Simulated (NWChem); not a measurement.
System: HTeSF; SMILES F[Te]S

```xyz
4

Te     0.3402     0.4025    -0.0066
F     -1.4221     1.3013    -0.0108
S     -0.2800    -1.9081    -0.0533
H     -0.4133    -2.1115     1.2937
```
Atoms are numbered in this order, from 1.

Structure relaxed at the PBE-D3(BJ)/def2-SVP level. def2 effective core potentials on Te; no spin-orbit coupling.

### Question
List the 4 lowest vertical singlet excitations and the 4 lowest triplet ones from PBE/def2-SVP with def2 effective core potentials on Te, full TDDFT (NWChem).

### Answer
| state | energy (eV) | oscillator strength | leading excitation (squared amplitude) |
|---|---|---|---|
| S1 | 2.75 | 0.000 | HOMO → LUMO (0.99) |
| S2 | 3.11 | 0.000 | HOMO → LUMO+1 (0.99) |
| S3 | 4.48 | 0.016 | HOMO−1 → LUMO (0.87) |
| S4 | 4.67 | 0.004 | HOMO−1 → LUMO+1 (0.99) |
| T1 | 1.93 | spin-forbidden | HOMO → LUMO (1.01) |
| T2 | 2.44 | spin-forbidden | HOMO → LUMO+1 (1.00) |
| T3 | 3.70 | spin-forbidden | HOMO−1 → LUMO (1.00) |
| T4 | 4.04 | spin-forbidden | HOMO−1 → LUMO+1 (0.97) |
